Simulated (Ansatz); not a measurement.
Mulliken charges of CH$_{4}$FNSSi (`FC1N[SiH2]S1`) from B3LYP/def2-TZVPP in Ansatz (PBE0-D4/def2-TZVP geometry).

```tsv
atom	x (Å)	y (Å)	z (Å)	charge (e)
F1	0.042	2.217	0.438	-0.214
C2	0.218	1.093	-0.335	0.234
N3	0.699	-0.007	0.414	-0.327
Si4	-0.545	-1.168	0.159	0.452
S5	-1.403	0.445	-0.942	-0.236
H6	0.849	1.405	-1.171	0.104
H7	1.661	-0.028	0.706	0.126
H8	-0.158	-2.355	-0.646	-0.071
H9	-1.274	-1.648	1.360	-0.068
```

Problem. By hand: the dipole of these point charges (1 e Å = 4.8032 D).

Solution. Σ q r = (0.294, -0.427, -0.093) e Å, of length 0.527 e Å = 2.53 D.

Problem. How does the dipole of the full density compare? (Estimate.)

Solution. Computed: (0.403, -0.395, -0.017) e Å, 2.71 D; the point charges give 0.93 times that, at 14° from its direction.

Point charges leave out the atoms' own dipoles, such as those of lone pairs, and Mulliken's split depends on the basis, so the close match here is no proof of good charges.

B3LYP here is the variant with VWN-RPA as its local correlation; programs differ in this.
